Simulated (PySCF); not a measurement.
**Potential energy of PtO along the bond**

Set-up: PySCF, spin-free X2C with a Gaussian nucleus, basis sets Pt x2c-TZVPPall, O x2c-TZVPPall. Energies in eV from Pt (5d9 6s1) + O in their ground configurations at the same level. State: triplet, unpaired electrons π ↑↑, a mixture of terms (⟨Lz²⟩ = 1.4).

All columns are B3LYP. A positive dipole means Pt(−)O(+).

```
R (Å)  E (eV)  μ (D)  Mulliken charge on Pt (basis-dependent)  HOMO (eV)  LUMO (eV)  Mayer bond order  ⟨S²⟩
1.471  -1.922  -1.38                                     0.34      -7.11      -3.66              2.32  2.01
1.539  -3.140  -1.78                                     0.32      -7.15      -3.89              2.26  2.01
1.607  -3.814  -2.13                                     0.29      -7.18      -4.08              2.20  2.01
1.659  -4.066  -2.37                                     0.28      -7.19      -4.20              2.17  2.01
1.710  -4.159  -2.58                                     0.27      -7.20      -4.30              2.13  2.01
1.761  -4.135  -2.76                                     0.26      -7.20      -4.38              2.10  2.01
1.830  -3.977  -2.97                                     0.24      -7.19      -4.46              2.05  2.02
1.915  -3.650  -3.15                                     0.23      -7.17      -4.53              1.98  2.02
2.018  -3.164  -3.27                                     0.23      -7.13      -4.58              1.88  2.04
2.155  -2.483  -3.24                                     0.22      -7.07      -4.62              1.71  2.09
```

A fit through these points gives, at Re = 1.723 Å, μ = -2.63 D and dμ/dR = -3.74 D/Å; the reduced mass is 14.78 u.

Task: How strong is the fundamental in the double-harmonic approximation, I = 42.26·(dμ/dR)²/μred km/mol?

Result: I = 42.26·(-3.74)²/14.78 = 40.0 km/mol at B3LYP.

The metal atom is held in its measured ground configuration; semilocal functionals can put another filling of s and d lower by some tenths of an eV, and De to that atom would be smaller. These are scalar-relativistic numbers at best; spin–orbit coupling would shift them, the dissociation energy most. With d or f electrons several states lie close, and the lowest PBE0 determinant need not be the measured ground state.
